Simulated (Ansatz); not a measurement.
Reaction (ligand exchange at a Ge–S bond): `S[S][GeH3]` + H₂S → `[SH][GeH3]` + `SS`

Gas-phase electronic energies from Ansatz, PBE0-D4/def2-TZVP geometries. CBS: MP2 limit from def2 TZ/QZ plus the TZ coupled-cluster correction, frozen cores. This one scheme is used for every species. Functionals use def2-TZVPP. For Ge outer-core shells are correlated without core-valence functions, which leaves a few kJ/mol of doubt a bond. Scalar relativity is left out up to krypton. Each species was taken in one conformer, which may not be the lowest.

| species | PBE0-D4 energy (Eh) |
| --- | --- |
| `S[S][GeH3]` | -2875.29669 |
| H₂S | -399.26288 |
| `[SH][GeH3]` | -2477.22380 |
| `SS` | -797.33474 |

**Question.** Work out ΔE.

**Answer.** ΔE = (-2477.22380) + (-797.33474) − (-2875.29669) − (-399.26288) = 0.00103 Eh = +0.03 eV. CCSD(T)/CBS gives +0.05 eV.

Largest T1 diagnostic among the species: 0.012.

In def2-TZVPP, CCSD(T) changes the Hartree–Fock value by +0.07 eV (the triples alone add +0.02 eV) and MP2 by +0.09 eV. The D4 term adds +0.05 eV with B3LYP and +0.03 eV with PBE0; it sums over pairs of atoms, weighted by their polarisabilities, and B3LYP, whose exchange is more repulsive, gets the larger term. Leaving LDA and LC-ωPBE aside and taking each functional with its dispersion term where it has one, the values, not all of them listed here, spread over 0.05 eV, from ωB97X-V to BLYP-D4.

B3LYP here is the variant with VWN-RPA as its local correlation; programs differ in this.
